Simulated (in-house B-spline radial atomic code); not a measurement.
# Binding energies in Ne

NIST's tabulated ground configuration is [He] 2s2 2p6; each binding energy is the energy of the ion with one electron taken from that subshell, relaxed, less that of the parent. Level of theory: Dirac-Kohn-Sham B3LYP, spherical fractional occupations, Fermi nucleus of rms radius 3.0055 fm; calculated with a B-spline radial code for spherical atoms. Energies include first-order Breit, QED and recoil terms. Caution: exact exchange at fractional occupations of open shells leaves self-interaction of up to several eV.

```csv
subshell,X-ray name,binding energy (eV),-ε (eV),relaxation (eV)
1s,K,886.8,843.9,-43.3
2s,L1,48.24,39.85,-8.40
2p3/2,L3,24.36,15.60,-8.77
2p1/2,L2,23.82,15.71,-8.12
```

Relaxation = -ε minus the binding energy without Breit, QED and recoil terms. With a density functional, K lines can miss by some tenths of a per cent, more in light atoms. For a density functional the relaxation so defined is negative, because -ε of a Kohn-Sham level is smaller than the binding energy.

Emission lines follow as differences of binding energies, with λ = 12398.42 eV·Å / E:

```tsv
line	holes	energy (eV)	wavelength (Å)
K-L3	1s → 2p3/2	862.4	14.376
K-L2	1s → 2p1/2	863.0	14.367
```

What screening constant σ does Moseley's law, E = (3/4)·13.6057 eV·(Z - σ)², need for K-L3?

σ = 0.81.

What does it cost to remove two 2p3/2 electrons?

68.493 eV, which is 19.77 eV more than the two single binding energies together.

What does it cost to remove both a 1s and a 2s electron?

960.64 eV, which is 25.63 eV more than the two single binding energies together.

What does it cost to remove both a 2s and a 2p3/2 electron?

93.323 eV, which is 20.72 eV more than the two single binding energies together.
